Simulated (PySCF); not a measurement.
Method: B3LYP-D3(BJ)/def2-TZVP // PBE0-D4/def2-SVP (PySCF). All species are isolated molecules in the gas phase. One relaxed conformer stands for a flexible species; it need not be the lowest. B3LYP has the VWN-RPA correlation part, as in Gaussian. Delta-SCF ions had no search for a lower state. 

Reference species (SMILES): `CC[Si](CC)(CC)CC` (neutral, multiplicity 1).

```yaml
HOMO–LUMO gap: 8.07 eV
vertical ionisation energy (Delta-SCF): 9.20 eV
```

Changed species: `CC[Si](S)(S)CC` (2 of 4 C2H5 replaced by SH; the reference has 0 of 4 C2H5 replaced by SH).

Problem. Give the shifts of the HOMO–LUMO gap and vertical ionisation energy (Delta-SCF).

Solution. the HOMO–LUMO gap drops by 1.44 eV, to 6.63 eV; the vertical ionisation energy (Delta-SCF) falls by 0.45 eV, to 8.75 eV.
